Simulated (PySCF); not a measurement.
**`F[C@H]1CO[CH2][Ge@@H]1[F]`, C$_{3}$H$_{6}$F$_{2}$GeO**

Molfile (atoms numbered from 1):
```
C3H6F2GeO
     RDKit          3D

 13 13  0  0  0  0  0  0  0  0999 V2000
   -1.7010    1.5484   -0.4064 F   0  0  0  0  0  0  0  0  0  0  0  0
   -0.9226    0.7680    0.4317 C   0  0  1  0  0  0  0  0  0  0  0  0
   -1.1407   -0.7144    0.1415 C   0  0  0  0  0  0  0  0  0  0  0  0
   -0.3459   -1.1496   -0.9433 O   0  0  0  0  0  0  0  0  0  0  0  0
    1.0165   -0.9080   -0.7326 C   0  0  0  0  0  0  0  0  0  0  0  0
    1.0243    0.9905   -0.0385 Ge  0  0  2  0  0  4  0  0  0  0  0  0
    1.8815    1.0121    1.5124 F   0  0  0  0  0  0  0  0  0  0  0  0
   -1.2116    1.0259    1.4518 H   0  0  0  0  0  0  0  0  0  0  0  0
   -0.8889   -1.2881    1.0460 H   0  0  0  0  0  0  0  0  0  0  0  0
   -2.1735   -0.9122   -0.1484 H   0  0  0  0  0  0  0  0  0  0  0  0
    1.5279   -1.0736   -1.6776 H   0  0  0  0  0  0  0  0  0  0  0  0
    1.4337   -1.5739    0.0370 H   0  0  0  0  0  0  0  0  0  0  0  0
    1.4959    2.2754   -0.6913 H   0  0  0  0  0  0  0  0  0  0  0  0
  1  2  1  0
  2  3  1  0
  3  4  1  0
  4  5  1  0
  5  6  1  0
  6  7  1  0
  6  2  1  0
  2  8  1  1
  3  9  1  0
  3 10  1  0
  5 11  1  0
  5 12  1  0
  6 13  1  6
M  END
```

Theory: PySCF, TDDFT CAM-B3LYP/def2-SVPD circular dichroism and optical rotation, one conformer, gas phase. Geometry: GFN2-xTB.

The calculation is non-relativistic, which matters for the atoms heavier than Zn.

Task: Draw the ECD and absorption spectra from the lowest 8 states, each a Gaussian of half-width 0.35 eV at 1/e height.

Result: 
```csv
E (eV),λ (nm),Δε (L mol⁻¹ cm⁻¹),ε (L mol⁻¹ cm⁻¹)
5.46,227,+0.55,48.8
5.56,223,+1.14,102
5.66,219,+2.02,180
5.76,215,+3.03,271
5.86,211,+3.87,347
5.96,208,+4.19,378
6.06,204,+3.81,358
6.16,201,+2.77,315
6.26,198,+1.20,318
6.36,195,-1.03,468
6.46,192,-4.36,880
6.56,189,-9.25,1630
6.66,186,-15.51,2650
6.76,183,-21.95,3730
6.86,181,-26.63,4510
6.96,178,-27.95,4750
7.06,175,-25.46,4430
7.16,173,-19.91,3800
7.26,171,-12.61,3160
7.36,168,-5.01,2660
7.46,166,+1.48,2330
7.56,164,+5.66,2130
7.66,162,+6.83,2020
7.76,160,+4.99,2010
7.86,158,+0.83,2080
```
Δε uses R in velocity form, ε uses f in length form. Only the states computed contribute, so the short-wavelength end is incomplete.
